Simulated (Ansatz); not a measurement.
Ansatz (a first-principles code) input (PBE-QIDH/def2-TZVPD):

Ansatz 0.2 input:
```yaml
crystal:
  periodic: [false, false, false]
  atoms:
    - {symbol: C, position_ang: [3.31435587, -0.27289425, -0.48864861]}
    - {symbol: O, position_ang: [2.07571193, -0.44820275, 0.22819267]}
    - {symbol: C, position_ang: [0.97449523, 0.03138419, -0.35871793]}
    - {symbol: F, position_ang: [0.74649421, -0.53631205, -1.57722708]}
    - {symbol: F, position_ang: [1.04992413, 1.37368149, -0.58582249]}
    - {symbol: C, position_ang: [-0.23558957, -0.26120208, 0.57532435]}
    - {symbol: F, position_ang: [-0.31867865, -1.59368400, 0.76261049]}
    - {symbol: F, position_ang: [-0.01228664, 0.33495496, 1.76369321]}
    - {symbol: C, position_ang: [-1.62550659, 0.22400373, 0.06594852]}
    - {symbol: F, position_ang: [-1.64209624, 1.54758451, -0.09939011]}
    - {symbol: F, position_ang: [-2.54949612, -0.10132896, 0.97551601]}
    - {symbol: F, position_ang: [-1.94521334, -0.36043994, -1.08977262]}
    - {symbol: H, position_ang: [3.27330440, -0.78678071, -1.44789134]}
    - {symbol: H, position_ang: [4.07343100, -0.72176560, 0.14380283]}
    - {symbol: H, position_ang: [3.52321323, 0.78631483, -0.63135762]}
basis:
  gaussian:
    orbitals: def2-TZVPD
hamiltonian:
  xc: {name: PBE-QIDH}
magnetization: {spin_polarized: false}
correlation: {electrons: outside_noble_gas}
```

End of the output:

```
integrals: 3.72 GiB planned
3259 factors; integrals over basis functions are off by at most 1.4e-3 eV
0.73 GiB of the device are held for the grids
5.02 GiB of device memory are held for the factors and their scratch space
mean field: 6.26 GiB planned
mean field evaluation 1: about -25211.6441 eV, gradient 6.5e1 eV
mean field evaluation 2: about -25211.8563 eV, gradient 6.5e1 eV
mean field evaluation 4: about -25218.4945 eV, gradient 4.6e0 eV
mean field evaluation 8: about -25218.5551 eV, gradient 5.5e-1 eV
mean field evaluation 16: about -25218.5555 eV, gradient 2.0e-4 eV
mean field -25218.55550186 eV, -926.7648209423 hartree, gradient 2.3e-6 eV, S^2 0.000000; 0 other end points of the search recorded, 0 dependent functions left out
12 core orbitals not correlated
reference -25218.55552365 eV, -926.7648217432 hartree; 37, 37 occupied and 446, 446 virtual orbitals, 3259 factors
second order -79.17873960 eV of doubles, -0.00000000 eV of singles
Total energy: -25244.94843685 eV, -927.7347434135 hartree
```
